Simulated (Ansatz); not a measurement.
Basis-set extrapolation for `[SiH3][SiH]1CBC1` (PBE0-D4/def2-TZVP geometry, frozen core, Ansatz 0.2.0). Multiplicity 1, RHF reference.

```tsv
	def2-TZVPP	def2-QZVPP
HF	-683.559092	-683.581674
MP2 correlation	-0.695973	-0.741565
CCSD(T) correlation	-0.793573	not run
```

Energies in hartree. Use E(X) = E(∞) + A·exp(−7.88·√X) for Hartree–Fock and E(X) = E(∞) + B·X^(−2.97) for correlation, with X = 3 and 4, and add CCSD(T) minus MP2 of the smaller set to the MP2 limit.

Task: What is the CCSD(T) energy at the basis-set limit?

Result: HF limit: -683.581674 + (-0.022582) × 0.13774 = -683.58478. MP2 limit: -0.741565 + (-0.045592) × 0.74074 = -0.77534. Higher-order term: -0.793573 − (-0.695973) = -0.09760. Total: -684.45772 hartree, 275.8 kJ/mol below CCSD(T)/def2-TZVPP.
